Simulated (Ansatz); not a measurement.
Noncovalent pair: HCl (SMILES Cl) (first 2 atoms) with C2H6O (SMILES CCO); geometry from B3LYP-D3(BJ)/def2-TZVP, rigid monomers moved along the line of their centres of mass till H2···O5 is 2.01 Å.
(charge 0, multiplicity 1):
| atom | x (Å) | y (Å) | z (Å) |
|---|---|---|---|
| Cl | 0.7975 | 0.1376 | -0.3427 |
| H | 0.1375 | -0.2383 | 0.7303 |
| C | 0.6887 | 0.9780 | 3.8018 |
| C | 0.3711 | -0.4860 | 3.5681 |
| O | -0.6151 | -0.6797 | 2.5394 |
| H | 1.4625 | 1.0792 | 4.5656 |
| H | -0.1939 | 1.5209 | 4.1508 |
| H | 1.0447 | 1.4476 | 2.8844 |
| H | 1.2508 | -1.0236 | 3.2154 |
| H | 0.0298 | -0.9688 | 4.4887 |
| H | -1.4051 | -0.1723 | 2.7598 |

Interaction energies are E(AB) − E(A) − E(B) at the monomers' geometry in the complex; basis-set methods are counterpoise corrected.

Cores are frozen in the correlated methods.

Run with Ansatz (Gaussian basis) for Hartree–Fock, density functionals and correlated methods. Each number belongs to the level named beside it.

Task: What is the computed interaction energy (PBE0/def2-TZVPPD)?

Result: -6.4 kcal/mol

Ansatz is a quantum-chemistry and plane-wave program.
